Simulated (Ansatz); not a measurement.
Wavefunction ladder for C$_{3}$H$_{8}$FNOSi (`C=C[Si](N)(F)OC`)

Cartesian coordinates in Å:
```
C 1.6774 -1.1558 -0.8355
C 0.9220 -1.3160 0.2490
Si -0.0194 0.0630 1.0391
N 0.7378 1.5402 0.6744
F -0.1065 -0.2596 2.5992
O -1.5853 0.1465 0.5930
C -2.0193 0.3184 -0.7363
H 1.7960 -0.1834 -1.3055
H 2.2091 -1.9820 -1.2996
H 0.8378 -2.3151 0.6734
H 1.7346 1.6440 0.7721
H 0.2602 2.4095 0.8508
H -1.6828 -0.5048 -1.3759
H -3.1103 0.3366 -0.7374
H -1.6513 1.2585 -1.1608
```

Total charge 0; spin multiplicity 1. The structure was optimised at the PBE0-D4/def2-TZVP level. It is one conformer, not always the lowest. Frozen core, restricted reference, Ansatz. CBS rows extrapolate triple and quadruple zeta; past MP2 they add the triple-zeta difference.

```tsv
basis	HF (Eh)	MP2 corr.
def2-TZVPP	-636.24994	-1.30729
def2-QZVPP	-636.27616	-1.40771
```

(1) Estimate the CCSD correlation energy and the (T) correction in each basis where they were run (hartree).

## Answers

(1) 
| basis | CCSD corr. | (T) |
| --- | --- | --- |
| def2-TZVPP | -1.35150 | -0.05148 |
| CBS(def2) | -1.52631 | as TZ |
